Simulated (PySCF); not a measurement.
Screening by computed properties: pick the candidate that meets the target.

Each SMILES stands for a single optimised conformer of the isolated species, non-relativistic unless stated. Electronic properties by PySCF.

Dipoles, sizes and rotational constants follow the conformer. The torsions of the flexible species, by atom-mapped SMILES:
- `[CH3:1][CH2:2][CH2:3][O:4][CH2:5][CH3:6]`: C1–C2–C3–O4 180°, C2–C3–O4–C5 180°, C3–O4–C5–C6 180°
- `[CH3:1][CH2:2][CH2:3][CH2:4][CH2:5][OH:6]`: C1–C2–C3–C4 180°, C2–C3–C4–C5 180°, C3–C4–C5–O6 -179°, H–O6–C5–C4 -56°
- `[CH2:1]=[CH:2][P@:3]([CH3:4])(=[O:5])[CH2:6][PH2:7]`: C1–C2–P3–C4 121°, C2–P3–C6–P7 71°, H–P7–C6–P3 -47°, H–P7–C6–P3 45°
- `[CH3:1][SiH2:2]/[CH:3]=[CH:4]/[SiH2:5][PH2:6]`: C1–Si2–C3–C4 161°, C3–C4–Si5–P6 3°, H–P6–Si5–C4 172°, H–P6–Si5–C4 79°
- `[CH3:1][P+:2]1([PH2:3])[CH2:4][CH2:5]1`: H–P3–P2–C1 -47°, H–P3–P2–C1 46°

**Question.** Wanted: dipole moment below 1.5 D (CAM-B3LYP/def2-SVPD) and electronic spatial extent ⟨r²⟩ about the centre of nuclear charge above 1050 bohr² (CAM-B3LYP/def2-SVPD), at GFN2-xTB geometries. Which candidate meets both?
A. `C=C[P@](C)(=O)CP`
B. `CCCCCO`
C. `C[SiH2]/C=C/[SiH2]P`
D. `O(CC)CCC`

**Answer.** C. Computed values:
| species | dipole moment | electronic spatial extent ⟨r²⟩ about the centre of nuclear charge |
| --- | --- | --- |
| C[SiH2]/C=C/[SiH2]P | 0.66 D | 1891 bohr² |
| O(CC)CCC | 1.10 D | 1020 bohr² |
| CCCCCO | 1.89 D | 1071 bohr² |
| C=C[P@](C)(=O)CP | 3.93 D | 1210 bohr² |

**Question.** Wanted: lowest singlet excitation between 6 eV and 7 eV (TDDFT CAM-B3LYP/def2-SVPD) and static isotropic polarisability below 90 au (CAM-B3LYP/def2-SVPD), at GFN2-xTB geometries. Which candidate meets both?
A. `C[SiH2]/C=C/[SiH2]P`
B. `C=C[P@](C)(=O)CP`
C. `[P+]1(P)(CC1)C`
D. `CCCOCC`

**Answer.** C. Computed values:
```csv
species,lowest singlet excitation,static isotropic polarisability
C[SiH2]/C=C/[SiH2]P,5.75 eV,118.7 au
C=C[P@](C)(=O)CP,6.14 eV,98.9 au
[P+]1(P)(CC1)C,6.60 eV,78.8 au
CCCOCC,7.17 eV,68.9 au
```

**Question.** Wanted: HOMO–LUMO gap between 9.5 eV and 10.1 eV (CAM-B3LYP/def2-SVPD) and lowest triplet excitation (Tamm–Dancoff) below 6.8 eV (TDA CAM-B3LYP/def2-SVPD), at GFN2-xTB geometries. Which candidate meets both?
A. `C=C[P@](C)(=O)CP`
B. `CCCOCC`
C. `[P+]1(C)(CC1)P`
D. `CCCCCO`

**Answer.** C. Computed values:
```
         species  HOMO–LUMO gap  lowest triplet excitation (Tamm–Dancoff)
C=C[P@](C)(=O)CP        8.93 eV                                   4.40 eV
  [P+]1(C)(CC1)P       10.04 eV                                   5.16 eV
          CCCOCC       10.25 eV                                   6.99 eV
          CCCCCO       10.54 eV                                   6.65 eV
```
